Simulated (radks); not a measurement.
Values are calculated unless marked as measured or tabulated.
Radial electron density D(r) = 4 pi r^2 rho(r) of an atom or ion with 12 electrons. Level of theory: non-relativistic Kohn-Sham, r2SCAN, spin-polarised, spherical densities, point nucleus; meta-GGA in the generalised Kohn-Sham scheme (a radial shooting solver on a logarithmic mesh with Libxc functionals).

```
   r/bohr * D(r) (the largest magnitude, 13.3, reaches the edge; | marks zero)
 0.009041 |   *
  0.01027 |    *
  0.01168 |     *
  0.01327 |      *
  0.01509 |        *
  0.01728 |          *
  0.01964 |             *
  0.02233 |                *
  0.02537 |                   *
  0.02884 |                       *
  0.03278 |                           *
  0.03725 |                               *
  0.04234 |                                    *
  0.04812 |                                         *
  0.05469 |                                             *
  0.06216 |                                                 *
  0.07065 |                                                    *
   0.0803 |                                                      *
  0.09126 |                                                      *
   0.1037 |                                                     *
   0.1179 |                                                  *
    0.134 |                                              *
   0.1523 |                                         *
   0.1731 |                                    *
   0.1967 |                                *
   0.2236 |                              *
   0.2561 |                              *
   0.2911 |                                *
   0.3309 |                                    *
    0.376 |                                        *
   0.4274 |                                           *
   0.4858 |                                             *
   0.5521 |                                            *
   0.6275 |                                         *
   0.7132 |                                   *
   0.8106 |                             *
   0.9212 |                     *
    1.047 |               *
     1.19 |         *
    1.353 |     *
    1.537 |   *
    1.747 |  *
    1.986 | *
    2.257 | *
    2.565 | *
    2.915 | *
    3.313 | *
    3.796 | *
    4.314 | *
    4.904 |*
    5.573 |*
    6.334 *
    7.199 *
    8.182 *
      9.3 *
    10.57 *
    12.01 *
    13.65 *
```

What is the nuclear charge?

Answer. Z = 12. The innermost maximum, from 1s, lies near 1/Z = 0.0833 bohr (found: 0.0877), and its height grows with Z. The density is that of neutral magnesium in [Ne] 3s0.5 3p1.5; the configuration itself is not fixed sharply by these data, and Z only to about a unit. D(r) has 3 maxima, at r = 0.0877, 0.502, 2.92 bohr, and minima at 0.240, 2.08 bohr, inside which lie 2.21, 10.21 electrons.
